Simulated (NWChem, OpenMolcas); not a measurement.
**From NWChem to OpenMolcas**

NWChem 7.3.0 runs this on CH5InO2 (SMILES [CH3][In]([OH])[OH]):

ch5ino2.nw:
```
start ch5ino2
title "CH5InO2"
memory stack 880 mb heap 220 mb global 1100 mb
charge 0
geometry units angstroms noautosym nocenter noautoz
 C     -0.086600     0.920200    -1.366200
 In     0.122900    -0.336100     0.337800
 O      1.440800    -1.806000     0.500900
 O     -0.898600    -0.312900     2.048600
 H     -1.126400     0.929200    -1.692800
 H      0.212100     1.936300    -1.107700
 H      0.547500     0.548900    -2.169800
 H      1.365500    -2.243400     1.353100
 H     -1.577100     0.363700     2.096100
end
basis spherical bse
 C library def2-SVP
 In library def2-SVP
 O library def2-SVP
 H library def2-SVP
end
ecp bse
 In library def2-SVP
end
dft
 xc b3lyp
 mult 1
 grid fine
 convergence energy 1e-08
 maxiter 100
 mulliken
end
task dft gradient
```

```bash
$ nwchem ch5ino2.nw > ch5ino2.out
```

The coordinates come from a PBE0-D4/def2-TZVP relaxation. This is one conformer, not always the lowest.

It gives a total energy of -381.628362 Eh.

Problem. Write the same calculation for OpenMolcas 26.06 as an input file of the program's own.

Solution. One way, which was run:

input.xyz:
```
9

C     -0.086600     0.920200    -1.366200
In     0.122900    -0.336100     0.337800
O      1.440800    -1.806000     0.500900
O     -0.898600    -0.312900     2.048600
H     -1.126400     0.929200    -1.692800
H      0.212100     1.936300    -1.107700
H      0.547500     0.548900    -2.169800
H      1.365500    -2.243400     1.353100
H     -1.577100     0.363700     2.096100
```

run.inp:
```
&GATEWAY
 BasLib=$CurrDir
 Coord=input.xyz
 Basis=def2-SVP
 Group=NoSym

&SEWARD
 GridInput
 Grid=UltraFine
 End of Grid

&SCF
 KSDFT=B3LYP
 Thresholds=1e-10 1e-07 1e-07 1e-05
 PrOrbitals=1 2

&ALASKA
```

```bash
$ export MOLCAS_MEM=1860
$ pymolcas run.inp > run.log
```

(Basis files named in the input come from the Basis Set Exchange and aren't shown.)

Its energy is -381.628361 Eh, the same as the first but for the last digit, at most.
